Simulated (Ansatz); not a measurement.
Si₄Au₃⁻. Total charge -1; singlet. Geometry r2SCAN-D4/def2-SVPD.

```xyz
7

Au   -1.8785    1.2168   -0.6285
Au   -1.9409   -0.7134    1.4263
Au   -0.0601    0.1604   -2.5068
Si    1.4137    0.0214   -0.6861
Si    0.3919   -0.4610    1.4523
Si    0.2323    1.7210    0.4997
Si    1.8415   -1.9452    0.4431
```

In the def2 sets Au takes a core potential; there is no spin–orbit coupling. The restricted singlet is unstable towards broken spin symmetry in Hartree–Fock (as tested in another run); at PBE-D4/def2-TZVPD, r2SCAN-D4/def2-TZVPD, PBE0-D4/def2-TZVPD, CAM-B3LYP-D4/def2-TZVPD and others this wasn't settled. Another isomer (singlet) lies 1.63 eV lower at PBE0-D4/def2-TZVPD; other spin states weren't run for this one.

Task: Estimate the orbital energies around the gap (eV) in Ansatz with PBE-D4/def2-TZVPD, r2SCAN-D4/def2-TZVPD, PBE0-D4/def2-TZVPD, CAM-B3LYP-D4/def2-TZVPD, ωB97M-V/def2-TZVPD.

Result: 
| orbital | PBE-D4/def2-TZVPD | r2SCAN-D4/def2-TZVPD | PBE0-D4/def2-TZVPD | CAM-B3LYP-D4/def2-TZVPD | ωB97M-V/def2-TZVPD |
| --- | --- | --- | --- | --- | --- |
| HOMO−9 | -3.41 | -3.69 | -4.87 | -6.15 | -7.22 |
| HOMO−8 | -3.39 | -3.67 | -4.74 | -6.00 | -7.00 |
| HOMO−7 | -3.33 | -3.54 | -4.61 | -5.89 | -6.94 |
| HOMO−6 | -3.06 | -3.32 | -4.40 | -5.64 | -6.66 |
| HOMO−5 | -3.05 | -3.31 | -4.35 | -5.56 | -6.46 |
| HOMO−4 | -2.25 | -2.43 | -3.06 | -4.02 | -4.68 |
| HOMO−3 | -1.91 | -2.08 | -2.66 | -3.62 | -4.33 |
| HOMO−2 | -1.55 | -1.67 | -2.22 | -3.25 | -3.91 |
| HOMO−1 | -1.49 | -1.62 | -2.13 | -2.99 | -3.55 |
| HOMO | -1.31 | -1.41 | -1.89 | -2.68 | -3.30 |
| LUMO | -0.15 | -0.09 | 0.48 | 1.29 | 2.00 |
| LUMO+1 | 0.54 | 0.61 | 1.19 | 2.02 | 2.71 |
| LUMO+2 | 0.81 | 0.89 | 1.40 | 2.20 | 2.82 |
| LUMO+3 | 1.24 | 1.38 | 1.89 | 2.71 | 3.28 |
| LUMO+4 | 1.75 | 1.93 | 2.39 | 3.16 | 3.70 |
| LUMO+5 | 2.34 | 2.59 | 2.97 | 3.70 | 4.07 |
